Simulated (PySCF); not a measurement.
C6H12O2, charge +1, doublet, at a GFN2-xTB geometry (a state made from the parent by changing its charge; the spin is typed, not shown lowest); CAMB3LYP/STO-3G (PySCF).

Here is a job for PySCF.
```python
from pyscf import gto, scf, dft

mol = gto.M(
    atom='''
C    -3.87859876    0.56907484   -0.23906773
C    -2.69519585   -0.32943690    0.01157181
C    -1.35165221    0.36119849   -0.07247986
C    -0.15743745   -0.53991423    0.16191148
O     0.98070711    0.29253839    0.42395932
C     2.14111931   -0.14015631   -0.02975134
C     3.30062485    0.70906270    0.41729083
O     2.26579798   -1.11327316   -0.72891355
H    -3.76309220    1.14165276   -1.15883222
H    -4.79595382   -0.01498766   -0.27916002
H    -4.01481834    1.30056336    0.56297046
H    -2.82366548   -0.83627884    0.97736436
H    -2.70688169   -1.15499881   -0.71818678
H    -1.31799885    1.16739233    0.67568311
H    -1.22772050    0.87440248   -1.03385711
H    -0.31201660   -1.19799783    1.02569627
H     0.09117320   -1.17675346   -0.70374835
H     2.93378746    1.67941786    0.74147963
H     4.01827272    0.80078337   -0.39478626
H     3.79371392    0.20371123    1.24815944
''',
    basis='sto-3g',
    charge=1,
    spin=1,
    verbose=4,
)

mf = dft.UKS(mol)
mf.xc = 'camb3lyp'
mf.kernel()
```

### Question
Predict the main parts of the log of this PySCF run.

### Answer

```
PySCF version 2.14.0

[INPUT] verbose = 4
[INPUT] num. atoms = 20
[INPUT] num. electrons = 63
[INPUT] charge = 1
[INPUT] spin (= nelec alpha-beta = 2S) = 1
[INPUT] symmetry False subgroup None
[INPUT] Mole.unit = angstrom
[INPUT] Symbol           X                Y                Z      unit          X                Y                Z       unit  Magmom
[INPUT]  1 C     -3.878598760000   0.569074840000  -0.239067730000 AA   -7.329489403478   1.075395591981  -0.451772534921 Bohr   0.0
[INPUT]  2 C     -2.695195850000  -0.329436900000   0.011571810000 AA   -5.093182008564  -0.622545516326   0.021867551666 Bohr   0.0
[INPUT]  3 C     -1.351652210000   0.361198490000  -0.072479860000 AA   -2.554252492563   0.682566222706  -0.136967084947 Bohr   0.0
[INPUT]  4 C     -0.157437450000  -0.539914230000   0.161911480000 AA   -0.297513662250  -1.020290025455   0.305968353623 Bohr   0.0
[INPUT]  5 O      0.980707110000   0.292538390000   0.423959320000 AA    1.853267846314   0.552817438021   0.801167002757 Bohr   0.0
[INPUT]  6 C      2.141119310000  -0.140156310000  -0.029751340000 AA    4.046129095918  -0.264857040530  -0.056221884439 Bohr   0.0
[INPUT]  7 C      3.300624850000   0.709062700000   0.417290830000 AA    6.237277006434   1.339934308145   0.788565382992 Bohr   0.0
[INPUT]  8 O      2.265797980000  -1.113273160000  -0.728913550000 AA    4.281737635793  -2.103781374229  -1.377446977984 Bohr   0.0
[INPUT]  9 H     -3.763092200000   1.141652760000  -1.158832220000 AA   -7.111213639487   2.157411045754  -2.189875520122 Bohr   0.0
[INPUT] 10 H     -4.795953820000  -0.014987660000  -0.279160020000 AA   -9.063039225862  -0.028322572648  -0.527535982728 Bohr   0.0
[INPUT] 11 H     -4.014818340000   1.300563360000   0.562970460000 AA   -7.586907102481   2.457708558044   1.063859985620 Bohr   0.0
[INPUT] 12 H     -2.823665480000  -0.836278840000   0.977364360000 AA   -5.335954424589  -1.580337971369   1.846950964311 Bohr   0.0
[INPUT] 13 H     -2.706881690000  -1.154998810000  -0.718186780000 AA   -5.115265045700  -2.182631425099  -1.357176320483 Bohr   0.0
[INPUT] 14 H     -1.317998850000   1.167392330000   0.675683110000 AA   -2.490656858992   2.206051783618   1.276856024894 Bohr   0.0
[INPUT] 15 H     -1.227720500000   0.874402480000  -1.033857110000 AA   -2.320055502514   1.652381209840  -1.953706789834 Bohr   0.0
[INPUT] 16 H     -0.312016600000  -1.197997830000   1.025696270000 AA   -0.589625920318  -2.263887796523   1.938285037288 Bohr   0.0
[INPUT] 17 H      0.091173200000  -1.176753460000  -0.703748350000 AA    0.172292377900  -2.223741755534  -1.329891642115 Bohr   0.0
[INPUT] 18 H      2.933787460000   1.679417860000   0.741479630000 AA    5.544054807083   3.173639804103   1.401193427644 Bohr   0.0
[INPUT] 19 H      4.018272720000   0.800783370000  -0.394786260000 AA    7.593434934611   1.513261254406  -0.746037909141 Bohr   0.0
[INPUT] 20 H      3.793713920000   0.203711230000   1.248159440000 AA    7.169080303750   0.384958433198   2.358679501390 Bohr   0.0

nuclear repulsion = 379.130494719874
number of shells = 36
number of NR pGTOs = 156
number of NR cGTOs = 52
basis = sto-3g
ecp = {}

******** <class 'pyscf.dft.uks.UKS'> ********
method = UKS
initial guess = minao
damping factor = 0
level_shift factor = 0
DIIS = <class 'pyscf.scf.diis.CDIIS'>
diis_start_cycle = 1
diis_space = 8
diis_damp = 0
SCF conv_tol = 1e-09
SCF conv_tol_grad = None
SCF max_cycles = 50
direct_scf = True
direct_scf_tol = 1e-13
number electrons alpha = 32  beta = 31
XC library pyscf.dft.libxc version 7.1.2
    S. Lehtola, C. Steigemann, M. J. T. Oliveira, and M. A. L. Marques,  SoftwareX 7, 1–5 (2018)
XC functionals = camb3lyp
    T. Yanai, D. P. Tew, and N. C. Handy,  Chem. Phys. Lett. 393, 51 (2004)
radial grids:
    Treutler-Ahlrichs [JCP 102, 346 (1995); DOI:10.1063/1.469408] (M4) radial grids

becke partition: Becke, JCP 88, 2547 (1988); DOI:10.1063/1.454033
pruning grids: <function nwchem_prune>
grids dens level: 3
symmetrized grids: False
atomic radii adjust function: <function treutler_atomic_radii_adjust>
small_rho_cutoff = 0
Set gradient conv threshold to 3.16228e-05
tot grids = 230568
init E= -382.426062039272

cycle= 1 E= -380.711324353036  delta_E= 1.71  |g|= 0.512  |ddm|= 3.87
cycle= 2 E= -380.618091344179  delta_E= 0.0932  |g|= 0.731  |ddm|= 1.34
cycle= 3 E= -380.87885624719  delta_E= -0.261  |g|= 0.174  |ddm|= 0.835
cycle= 4 E= -380.896013257238  delta_E= -0.0172  |g|= 0.0705  |ddm|= 0.278
cycle= 5 E= -380.901233120982  delta_E= -0.00522  |g|= 0.0175  |ddm|= 0.149
cycle= 6 E= -380.902238878613  delta_E= -0.00101  |g|= 0.00931  |ddm|= 0.0733
cycle= 7 E= -380.902860991626  delta_E= -0.000622  |g|= 0.00438  |ddm|= 0.0882
cycle= 8 E= -380.903021237953  delta_E= -0.00016  |g|= 0.00465  |ddm|= 0.0345
cycle= 9 E= -380.90316648917  delta_E= -0.000145  |g|= 0.00319  |ddm|= 0.0352
cycle= 10 E= -380.903373974622  delta_E= -0.000207  |g|= 0.00223  |ddm|= 0.0653
cycle= 11 E= -380.903491948824  delta_E= -0.000118  |g|= 0.00141  |ddm|= 0.0579
cycle= 12 E= -380.90353917184  delta_E= -4.72e-05  |g|= 0.000739  |ddm|= 0.0447
cycle= 13 E= -380.903547884342  delta_E= -8.71e-06  |g|= 0.000551  |ddm|= 0.0192
cycle= 14 E= -380.90354872504  delta_E= -8.41e-07  |g|= 0.000411  |ddm|= 0.00706
cycle= 15 E= -380.90354904125  delta_E= -3.16e-07  |g|= 7.81e-05  |ddm|= 0.00232
cycle= 16 E= -380.903549059688  delta_E= -1.84e-08  |g|= 3.51e-05  |ddm|= 0.00074
cycle= 17 E= -380.903549063236  delta_E= -3.55e-09  |g|= 2.2e-05  |ddm|= 0.000179
cycle= 18 E= -380.903549064268  delta_E= -1.03e-09  |g|= 1.28e-05  |ddm|= 0.000191
cycle= 19 E= -380.903549064589  delta_E= -3.2e-10  |g|= 3.88e-06  |ddm|= 5.6e-05
Extra cycle  E= -380.903549064628  delta_E= -3.97e-11  |g|= 2.95e-06  |ddm|= 1.36e-05
converged SCF energy = -380.903549064628  <S^2> = 0.75564218  2S+1 = 2.0056342
```
